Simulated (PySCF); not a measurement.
Delta-SCF ions had no search for a lower state. Excitations are Tamm–Dancoff values on a coarser integration grid. The basis has no diffuse functions, so Rydberg states are missing or too high.

Cartesian coordinates (Å):
```xyz
6

C     -1.3136    -0.0391     0.0061
B      0.0631     0.0035     0.0099
B      1.6858     0.0535     0.0151
O      2.8935     0.0947     0.0231
H     -1.9115     0.0341     0.9105
H     -1.8917    -0.1515    -0.9076
```
Charge 0, spin multiplicity 1.

### Question
Predict the vertical ionisation energy (Delta-SCF), HOMO–LUMO gap, S1 excitation (TDA), T1 excitation (TDA), HOMO, LUMO, total energy and brightest of the four lowest singlets (TDA) from PySCF with r2SCAN-D4/def2-TZVP.

### Answer

| Property | Result |
|---|---|
| vertical ionisation energy (Delta-SCF) | 9.79 eV |
| HOMO–LUMO gap | 2.89 eV |
| S1 excitation (TDA) | 2.78 eV |
| T1 excitation (TDA) | 2.26 eV |
| HOMO | -6.71 eV |
| LUMO | -3.82 eV |
| total energy | -164.1816 Ha |
| brightest of the four lowest singlets (TDA) | 6.35 eV |
